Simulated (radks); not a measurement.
Results of a calculation; reference values are marked as such.
Effect of the nuclear size on neutral phosphorus, [Ne] 3s2 3p3. Code: a radial shooting solver on a logarithmic mesh with Libxc functionals. Model: Dirac Kohn-Sham, relativistic LDA (MacDonald-Vosko exchange, VWN5 correlation), spin-unpolarised, spherical densities, finite nucleus; open shells fill j = l - 1/2 first; Fermi nuclear charge, rms radius 3.1889 fm. The rms radius is varied about that value; shifts are against it.

| rms radius (fm) | total energy shift (eV) | density at nucleus (e/bohr^3) | 1s1/2 shift (meV) | 2s1/2 shift (meV) |
|---|---|---|---|---|
| 2.6277 | -0.00235 | 2369 | -0.982 | -0.066 |
| 2.9689 | -0.000974 | 2364 | -0.407 | -0.027 |
| 3.1889 | 0 | 2362 | 0.000 | 0.000 |
| 3.495 | 0.00147 | 2359 | 0.614 | 0.041 |
| 3.7725 | 0.00292 | 2356 | 1.22 | 0.082 |

Slopes of the eigenvalues against <r^2> in GHz/fm^2, as finite differences over the two radii next to the reference (eigenvalue slopes, not the field-shift constants of lines): 1s1/2 72.6, 2s1/2 4.90.
